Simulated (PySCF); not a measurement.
**MPb cations for M along group 15**

CCSD(T) with double-zeta basis sets in PySCF, for the lowest determinant that a PBE0 search found; no spin–orbit coupling. De refers to high-spin ground-configuration atoms (the charge goes to the atom of lower measured ionisation energy or higher electron affinity, which is not always the lowest computed limit).

| M | basis | reference, frozen orbitals | charged atom | state (unpaired electrons) | Re (Å) | ωe (cm⁻¹) | De (eV) |
| --- | --- | --- | --- | --- | --- | --- | --- |
| N | def2-SVP | ROHF, 5 | Pb+ | triplet (π ↑↑) | 2.297 | 412 | n/a |
| P | def2-SVP | UHF, 9 | Pb+ | triplet (π ↑↑) | 2.655 | 276 | n/a |
| As | def2-SVP | UHF, 13 | Pb+ | triplet (π ↑↑) | 2.743 | 188 | n/a |
| Bi | cc-pVDZ-PP | UHF, 8 | Bi+ | triplet (π ↑↑) | 2.994 | 126 | n/a |

The shortest bond is that of PbN⁺ (2.297 Å), the longest that of BiPb⁺ (2.994 Å).

The rows differ in basis set, which adds steps of its own.

Down a group the atoms grow and get heavier, so bonds lengthen and wavenumbers fall; this series shows no clear exception.

Correlated steps freeze the inner cores (5 to 13 orbitals); shallow outer-core shells are correlated. UHF and ROHF references stand side by side, which adds small steps between rows. These are scalar-relativistic numbers at best; spin–orbit coupling would shift them, the dissociation energy most. States were picked by a PBE0 search and need not be the measured ground states.
